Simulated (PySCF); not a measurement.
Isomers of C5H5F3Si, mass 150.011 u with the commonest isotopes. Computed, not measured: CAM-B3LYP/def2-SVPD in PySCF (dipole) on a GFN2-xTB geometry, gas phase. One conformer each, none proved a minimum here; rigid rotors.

Question: Order these by rotational constant B, largest first.
A. `[CH:1]#[C:2][C:3](=[CH2:4])[SiH2:5][C:6]([F:7])([F:8])[F:9]` with C2–C3–Si5–C6 180°
B. `C(F)(F)(F)/C(C#C)=C/[SiH3]`
C. `C#C/C(C(F)(F)F)=C/[SiH3]`
D. `C#C/C=C(/C)[Si](F)(F)F`

Answer: D (1204 MHz), C (1095 MHz), B (904.0 MHz), A (744.0 MHz).

Question: Order these by dipole moment, smallest first.
A. `C#C/C=C(/C)[Si](F)(F)F`
B. `C#C/C(=C/[SiH3])C(F)(F)F`
C. `[CH:1]#[C:2][C:3](=[CH2:4])[SiH2:5][C:6]([F:7])([F:8])[F:9]` with C2–C3–Si5–C6 180°

Answer: B (2.33 D), C (2.56 D), A (3.26 D).

Question: Order these by radius of gyration √(Σ m r²/M), largest first.
A. `C#C/C(=C/[SiH3])C(F)(F)F`
B. `C#C/C=C(/C)[Si](F)(F)F`
C. `C#C/C(=C\[SiH3])C(F)(F)F`
D. `[CH:1]#[C:2][C:3](=[CH2:4])[SiH2:5][C:6]([F:7])([F:8])[F:9]` with C2–C3–Si5–C6 180°

Answer: D (2.309 Å), C (2.244 Å), A (2.138 Å), B (2.073 Å).

```json
{"SMILES": "C#CC(=C)[SiH2]C(F)(F)F", "point group": "Cs", "Ia (u·Å²)": "167.35", "Ib (u·Å²)": "679.27", "Ic (u·Å²)": "752.45", "κ": "-0.94", "μa (D)": "2.53", "μb (D)": "0.36", "μc (D)": "0.00"}
{"SMILES": "C#C/C(=C\\[SiH3])C(F)(F)F", "point group": "Cs", "Ia (u·Å²)": "243.54", "Ib (u·Å²)": "559.06", "Ic (u·Å²)": "708.80", "κ": "-0.72", "μa (D)": "2.57", "μb (D)": "0.44", "μc (D)": "0.00"}
{"SMILES": "C#C/C=C(/C)[Si](F)(F)F", "point group": "Cs", "Ia (u·Å²)": "285.82", "Ib (u·Å²)": "419.67", "Ic (u·Å²)": "583.43", "κ": "-0.25", "μa (D)": "1.93", "μb (D)": "2.63", "μc (D)": "0.00"}
{"SMILES": "C#C/C(=C/[SiH3])C(F)(F)F", "point group": "Cs", "Ia (u·Å²)": "271.37", "Ib (u·Å²)": "461.51", "Ic (u·Å²)": "638.95", "κ": "-0.43", "μa (D)": "0.53", "μb (D)": "2.26", "μc (D)": "0.00"}
```
